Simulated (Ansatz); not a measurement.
Reaction (redistribution): `[BH2][GaH][F]` + `FC(Cl)C[SiH3]` → `BCC(F)Cl` + `[F][GaH][SiH3]`

Isolated molecules relaxed with PBE0-D4/def2-TZVP in Ansatz; ΔE leaves out vibrations. CCSD(T)/CBS adds triple-zeta CCSD(T) − MP2 to the extrapolated MP2 energy (def2 sets, frozen cores). For Ga outer-core shells are correlated without core-valence functions, which leaves a few kJ/mol of doubt a bond. Scalar relativity is left out up to krypton. One conformer a species, not always the lowest.

| species | CCSD(T)/CBS(def2) energy (Eh) |
| --- | --- |
| `[BH2][GaH][F]` | -2050.32373 |
| `FC(Cl)C[SiH3]` | -928.35760 |
| `BCC(F)Cl` | -663.45331 |
| `[F][GaH][SiH3]` | -2315.24439 |

(1) Work out ΔE.

Largest T1 diagnostic among the species: 0.014.

## Answers

(1) ΔE = (-663.45331) + (-2315.24439) − (-2050.32373) − (-928.35760) = -0.01637 Eh = -0.45 eV.
